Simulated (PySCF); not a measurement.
## Radial density of Rh²⁺ (rhodium, charge +2)

UHF, [Kr] 4d6 5p1, one real determinant (an excited configuration). Calculation: PySCF 2.14, in ANO-RCC-VTZP; the spin-free X2C one-electron Hamiltonian (Gaussian nucleus).

```json
{"r (bohr)": "0.0276", "4πr²ρ (e/bohr)": "55.91", "4πr²(ρα − ρβ)": "0.0004"}
{"r (bohr)": "0.0464", "4πr²ρ (e/bohr)": "48.62", "4πr²(ρα − ρβ)": "0.0083"}
{"r (bohr)": "0.0781", "4πr²ρ (e/bohr)": "65.36", "4πr²(ρα − ρβ)": "0.0608"}
{"r (bohr)": "0.131", "4πr²ρ (e/bohr)": "64.02", "4πr²(ρα − ρβ)": "0.3402"}
{"r (bohr)": "0.221", "4πr²ρ (e/bohr)": "47.80", "4πr²(ρα − ρβ)": "0.8047"}
{"r (bohr)": "0.372", "4πr²ρ (e/bohr)": "51.19", "4πr²(ρα − ρβ)": "0.2626"}
{"r (bohr)": "0.625", "4πr²ρ (e/bohr)": "15.61", "4πr²(ρα − ρβ)": "0.7228"}
{"r (bohr)": "1.05", "4πr²ρ (e/bohr)": "14.63", "4πr²(ρα − ρβ)": "3.4534"}
{"r (bohr)": "1.77", "4πr²ρ (e/bohr)": "3.939", "4πr²(ρα − ρβ)": "1.8138"}
{"r (bohr)": "2.97", "4πr²ρ (e/bohr)": "0.5900", "4πr²(ρα − ρβ)": "0.5003"}
{"r (bohr)": "5.00", "4πr²ρ (e/bohr)": "0.09239", "4πr²(ρα − ρβ)": "0.0916"}
{"r (bohr)": "8.41", "4πr²ρ (e/bohr)": "0.001689", "4πr²(ρα − ρβ)": "0.0017"}
```

Densities and radii are taken from the X2C orbitals without a picture-change correction, which distorts them close to the nucleus.

⟨L²⟩ = 8.04 against 12 for a pure F term, so this real determinant mixes terms.
